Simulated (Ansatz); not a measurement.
Cost and result for the atomization energy of `[CH3][GeH]([F])[SiH3]` (11 atoms, 10 bonds).

```xyz
11

C     1.345   -0.998    0.709
Ge   -0.138   -0.631   -0.494
F    -1.413   -1.744   -0.024
Si   -1.082    1.554   -0.297
H     1.053   -0.790    1.739
H     2.203   -0.374    0.452
H     1.633   -2.046    0.625
H     0.208   -1.018   -1.948
H    -1.460    1.808    1.118
H    -2.280    1.679   -1.165
H    -0.068    2.560   -0.714
```

Charge 0, multiplicity 1. Correlated methods include outer-core shells of Ge, which these sets cover unevenly. Scalar relativity is left out up to krypton. Geometry: relaxed with PBE0-D4/def2-TZVP. Program: Ansatz. All runs use 4 threads of a server CPU on a shared host. Times are those of one run each, without the atoms' runs, and a repeat can differ threefold. Electronic energies, without spin–orbit coupling; frozen cores. CCSD(T)/CBS adds CCSD(T) − MP2 in def2-TZVPP to the MP2 limit, and its time is that of the two runs behind it. T1 = 0.012. With those shells the extrapolation isn't a true limit. B3LYP takes the VWN-RPA correlation (the form of Gaussian; ORCA's B3LYP/G).

CCSD(T)/CBS is a level of theory with its own doubt, some kJ/mol a heavy atom from the limit and from the frozen cores, so smaller differences don't rank the functionals.

```
                             level  functions  wall time  atomization (kJ/mol)  difference from CCSD(T)/CBS  per bond
            LDA (SPW92)/def2-TZVPP        250      1.2 s                3997.7                        414.1      41.4
              revPBE-D4/def2-TZVPP        250      2.1 s                3499.7                        -83.9      -8.4
                BLYP-D4/def2-TZVPP        250      2.1 s                3531.4                        -52.2      -5.2
   PBE-D4/def2-TZVPP (with forces)        250      2.5 s                3569.0                        -14.6      -1.5
 B3LYP-D4/def2-TZVPP (with forces)        250        5 s                3558.2                        -25.4      -2.5
r2SCAN-D4/def2-TZVPP (with forces)        250      5.5 s                3574.8                         -8.8      -0.9
             r2SCANh-D4/def2-TZVPP        250      5.5 s                3558.3                        -25.3      -2.5
                  CCSD(T)/def2-SVP        113        7 s                3363.9                       -219.7     -22.0
                ωB97X-V/def2-TZVPP        250      8.5 s                3593.5                          9.9       1.0
                 B97M-V/def2-TZVPP        250        9 s                3592.5                          8.9       0.9
                    MP2/def2-QZVPP        483       23 s                3557.4                        -26.2      -2.6
                CCSD(T)/def2-TZVPP        250    3.2 min                3508.2                        -75.4      -7.5
                 CCSD(T)/CBS(def2)          –    3.6 min                3583.6                          0.0       0.0
```

In def2-TZVPP, CCSD(T) changes the Hartree–Fock value by +820.1 kJ/mol (the triples alone add +37.7 kJ/mol) and MP2 by +824.7 kJ/mol; breaking electron pairs costs correlation energy, which Hartree–Fock lacks. The D4 term adds +32.9 kJ/mol with B3LYP and +17.4 kJ/mol with PBE0; it sums over pairs of atoms, weighted by their polarisabilities, and B3LYP, whose exchange is more repulsive, gets the larger term. Leaving LDA and LC-ωPBE aside and taking each functional with its dispersion term where it has one, the values, not all of them listed here, spread over 96.6 kJ/mol, from BHLYP-D4 to ωB97X-V. LDA lies +449.1 kJ/mol from PBE without D4, its usual overbinding.
